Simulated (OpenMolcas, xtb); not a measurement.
## CHFGaN (SMILES N#[C][GaH][F]): methods side by side

CHFGaN has 5 atoms, charge 0, and is taken as a singlet. SMILES: `N#[C][GaH][F]`. The coordinates come from a PBE0-D4/def2-TZVP relaxation.

```xyz
5

N     1.2140   -1.6572    1.2660
C     0.6410   -0.8647    0.6563
Ga   -0.2597    0.5190   -0.3455
F    -1.7247   -0.0535   -1.0926
H     0.1792    1.9827   -0.5256
```

Quantity: the energy change with the Ga3–H5 bond stretched from 1.539 to 1.770 Å, in eV. The values are calculated.

| level | kind | program | value (eV) | less CCSD(T)/cc-pVDZ |
| --- | --- | --- | --- | --- |
| GFN0-xTB | semi-empirical | xtb | 0.23 | -0.06 |
| HF/cc-pVDZ (unrestricted) | Hartree–Fock | OpenMolcas | 0.33 | +0.04 |
| SVWN5/cc-pVDZ (restricted) | LDA | OpenMolcas | 0.28 | -0.01 |
| BLYP/cc-pVDZ (restricted) | GGA | OpenMolcas | 0.24 | -0.05 |
| TPSS/cc-pVDZ (restricted) | meta-GGA | OpenMolcas | 0.28 | -0.01 |
| M06-2X/cc-pVDZ (restricted) | hybrid meta-GGA | OpenMolcas | 0.28 | -0.01 |
| B2PLYP/cc-pVDZ (restricted) | double hybrid | OpenMolcas | 0.30 | +0.01 |
| MP2/cc-pVDZ (restricted) | perturbation theory | OpenMolcas | 0.32 | +0.03 |
| CCSD(T)/cc-pVDZ (restricted) | coupled cluster or CI | OpenMolcas | 0.29 | 0.00 |

Differences are taken from CCSD(T)/cc-pVDZ (restricted) for orientation; it has basis-set and higher-order errors of its own. All-electron rows without a relativistic Hamiltonian named are non-relativistic. The first shape isn't each level's own minimum. The values span 0.23 to 0.33 eV. In the correlated wave-function rows the outer d shell of Ga is correlated, in sets not made for it.
